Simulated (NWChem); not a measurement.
System meant: C2H3I; SMILES C=CI

Here is an NWChem input.

```
start job
memory heap 200 mb stack 900 mb global 1100 mb
geometry units angstroms noautoz
  C     -0.356303     2.440913     0.000000
  C      0.520824     1.443424     0.000000
  I     -0.010335    -0.581253     0.000000
  H     -1.437364     2.281381     0.000000
  H      0.007103     3.473679     0.000000
  H      1.603099     1.594300     0.000000
end
basis spherical
  C library def2-svp
  I library def2-svp
  H library def2-svp
end
dft
  xc xpbe96 cpbe96
  iterations 150
  mulliken
end
task dft energy
```

End of the output:

```
             Grid Information
             ----------------
          Grid used for XC integration:  medium
          Radial quadrature: Mura-Knowles
          Angular quadrature: Lebedev.
          Tag              B.-S. Rad. Rad. Pts. Rad. Cut. Ang. Pts.
          ---              ---------- --------- --------- ---------
          C                   0.70       49          10.0       434
          I                   1.40      123          11.0       590
          H                   0.35       45          11.0       434
          Grid pruning is: on
          Number of quadrature shells:   356
          Spatial weights used:  Erf1

          Convergence Information
          -----------------------
          Convergence aids based upon iterative change in
          total energy or number of iterations.
          Levelshifting, if invoked, occurs when the
          HOMO/LUMO gap drops below (HL_TOL):  1.00D-02
          DIIS, if invoked, will attempt to extrapolate
          using up to (NFOCK): 10 stored Fock matrices.

                    Damping( 0%)  Levelshifting(0.5)       DIIS
                  --------------- ------------------- ---------------
          dE  on:    start            ASAP                start
          dE off:    2 iters        150 iters           150 iters

      Screening Tolerance Information
      -------------------------------
          Density screening/tol_rho:  1.00D-10
          AO Gaussian exp screening on grid/accAOfunc:  14
          CD Gaussian exp screening on grid/accCDfunc:  20
          XC Gaussian exp screening on grid/accXCfunc:  20
          Schwarz screening/accCoul:  1.00D-08

      Superposition of Atomic Density Guess
      -------------------------------------

      charge =      53.0 I (Iodine)

      symmetry species            s     p     d     f
      number of basis functions =10     7     6
      number of cont. functions = 4     4     2
      number of closed shells   = 5     3     2
      number of open shells     = 0     1     0
      open shell occupation     = 0     5     0
 ------------------------------------------------------------------------
 atomscf:atomd: error in atom scf                   0
 ------------------------------------------------------------------------
 ------------------------------------------------------------------------
  current input line :
    21: task dft energy
 ------------------------------------------------------------------------
 ------------------------------------------------------------------------
 This error has not yet been assigned to a category
 ------------------------------------------------------------------------
 For more information see the NWChem manual at https://nwchemgit.github.io

0:atomscf:atomd: error in atom scf:Received an Error in Communication
```

Question: What is wrong, and how is it mended?

Answer: The run crashed. Cause: the def2 basis of a heavy element holds valence functions alone and wants its effective core potential (without it all electrons must fit into that basis). This input runs:
```
start job
memory heap 200 mb stack 900 mb global 1100 mb
geometry units angstroms noautoz
  C     -0.356303     2.440913     0.000000
  C      0.520824     1.443424     0.000000
  I     -0.010335    -0.581253     0.000000
  H     -1.437364     2.281381     0.000000
  H      0.007103     3.473679     0.000000
  H      1.603099     1.594300     0.000000
end
basis spherical
  C library def2-svp
  I library def2-svp
  H library def2-svp
end
ecp
  I library def2-ecp
end
dft
  xc xpbe96 cpbe96
  iterations 150
  mulliken
end
task dft energy
```
It converges to -375.50489 Ha (PBE/def2-SVP with def2 effective core potentials on I).
